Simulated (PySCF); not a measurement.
# UHF on C (carbon, neutral)

Configuration: [He] 2s1 2p3, high-spin 5S determinant (an excited configuration). Computed with PySCF 2.14 in x2c-TZVPPall (5s3p2d1f, 31 functions), with the spin-free X2C one-electron Hamiltonian (Gaussian nucleus).

```
Total energy                        : -37.612538 hartree
One-electron energy                 : -50.2683 hartree
Hartree (Coulomb) energy            : 17.9186 hartree
Exchange energy                     : -5.2628 hartree
⟨S²⟩                                : 6.0000
⟨L²⟩                                : 0.000
Sum of ⟨r⟩                          : 7.072 bohr
Sum of ⟨r²⟩                         : 13.53 bohr²
Langevin diamagnetic susceptibility : -10.7 ×10⁻⁶ cm³/mol
```

| shell | electrons | mean orbital energy (eV) | rms radius, mean of both spins (bohr) |
| --- | --- | --- | --- |
| 1s α | 1 | -308.83 | 0.312 |
| 1s β | 1 | -305.56 | 0.312 |
| 2s α | 1 | -25.621 | 1.67 |
| 2p α | 3 | -13.030 | 1.87 |

Spin-orbit constants ζ (cm⁻¹) from the X2C one-electron operator on these orbitals: bare nucleus, nucleus screened by l(l+1)(2l+1)/3 electrons, and screened by the Breit-Pauli mean field of the electrons.

```
shell   bare  screened nucleus  mean field
   2p  60.44             40.30       32.24
```
